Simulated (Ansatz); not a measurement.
Reaction (SMILES): N=[B] (B-NH) → [B-]=N (closed-shell singlet) (an electron is taken up)
B3LYP-D3(BJ)/def2-TZVP geometries, fixed; electronic energies without zero-point terms; positive where energy is released.
Largest species:
```
N
B 1 1.2337
H 1 0.9930 2 180.00
```
Charge 0, spin multiplicity 2.

Basis-set convergence of the adiabatic electron affinity at MP2 with Ansatz (a first-principles code). Cartesian d functions, on some or all atoms, in 6-31G**; all else is spherical. Cores are frozen. Open shells are unrestricted. No added dispersion term, no relativity. Functions are those of the species that has most. Reference: Hartree-Fock in aug-cc-pVQZ plus the correlation part extrapolated as X^-3 from aug-cc-pVTZ and aug-cc-pVQZ, 1.779 eV, itself unsure by roughly 0.012 eV (a third of the extrapolation step and of the last Hartree-Fock step). Deviations are taken from unrounded values.

```
basis              functions  adiabatic electron affinity (eV)  minus reference (eV)
-----------------  ---------  --------------------------------  --------------------
pcseg-0                   20                             0.408                -1.371
def2-SV(P)                30                             0.782                -0.997
pcseg-1                   33                             0.854                -0.925
6-31G**                   35                             0.226                -1.553
def2-SVPD                 48                             1.429                -0.350
6-311+G**                 50                             1.511                -0.268
aug-pcseg-1               55                             1.533                -0.246
6-311++G(2d,2p)           64                             1.616                -0.163
pcseg-2                   74                             1.482                -0.297
def2-TZVPD                83                             1.664                -0.115
6-311++G(3df,3pd)         96                             1.678                -0.101
def2-QZVPP               144                             1.641                -0.138
def2-QZVPPD              159                             1.722                -0.057
```
